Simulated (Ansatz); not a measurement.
Reaction (cleavage of the Al–Si bond): `C[SiH2][SiH]([AlH2])Cl` + `O[SiH](O)Br` → `O[SiH](Br)[O][AlH2]` + `C[SiH2][SiH2]Cl`

Gas-phase electronic energies from Ansatz, PBE0-D4/def2-TZVP geometries. CBS: MP2 limit from def2 TZ/QZ plus the TZ coupled-cluster correction, frozen cores. This one scheme is used for every species. DFT in def2-TZVPP. For Br outer-core shells are correlated without core-valence functions, which leaves a few kJ/mol of doubt a bond. Scalar relativity is left out up to krypton. Each species was taken in one conformer, which may not be the lowest.

Is it downhill or uphill in electronic energy at CCSD(T)/CBS, and by how much? (Estimate.)

Ansatz gave: Downhill: ΔE = -38.7 kcal/mol.

What do these levels give: PBE-D4, r2SCAN-D4, PBE0-D4, PBE, PBE0, CCSD/def2-TZVPP? (An estimate is asked.)

The calculation gave: PBE-D4 -32.3, r2SCAN-D4 -37.5, PBE0-D4 -34.1, PBE -32.4, PBE0 -34.2, CCSD/def2-TZVPP -39.7 kcal/mol.

Largest T1 diagnostic among the species: 0.011.

In def2-TZVPP, CCSD(T) changes the Hartree–Fock value by +5.3 kcal/mol (the triples alone add +0.9 kcal/mol) and MP2 by +3.4 kcal/mol. From PBE to PBE0 (25 % exact exchange), in def2-TZVPP and without D4, ΔE moves by −1.8 kcal/mol.
